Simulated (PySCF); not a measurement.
Atoms are numbered as in `[CH3:1][P:2]([CH3:3])[c:4]1[cH:5][cH:6][cH:7][cH:8][n:9]1`; H(Xn) means a hydrogen on atom n.

GIAO PBE0/pcSseg-1 shifts (PySCF 2.14.0 with density-fitted response routines, gas phase, non-relativistic, equivalent atoms averaged), each against references optimised in the same way as the molecule (TMS, H3PO4, NH3).

On the GFN2-xTB geometry: C4 176.7, C8 155.3, C6 140.2, C5 132.1, C7 125.8, C1/C3 18.1, P2 -55.9, N9 357.0, H(C8) 8.90, H(C6) 7.80, H(C5) 7.58, H(C7) 7.20, H(C1)/H(C3) 1.35 ppm.

What changes on the PBE0-D3(BJ)/def2-SVP geometry?

## Answers


```csv
atoms,δ (ppm),change
C4,175.7,-1.0
C8,155.2,-0.1
C6,139.7,-0.5
C5,133.0,+0.9
C7,125.9,+0.1
C1/C3,15.8,-2.3
P2,-54.6,+1.3
N9,360.7,+3.7
H(C8),8.72,-0.18
H(C6),7.57,-0.23
H(C5),7.40,-0.18
H(C7),7.01,-0.19
H(C1)/H(C3),1.28,-0.07
```

Bonds between heavy atoms that differ most (equivalent bonds averaged): P2–C4 1.832 → 1.849 Å, C4–C5 1.394 → 1.404 Å, C8–N9 1.321 → 1.331 Å, N9–C4 1.325 → 1.334 Å, C7–C8 1.385 → 1.393 Å. Mean change of bonds to hydrogen: C–H +0.012 Å.
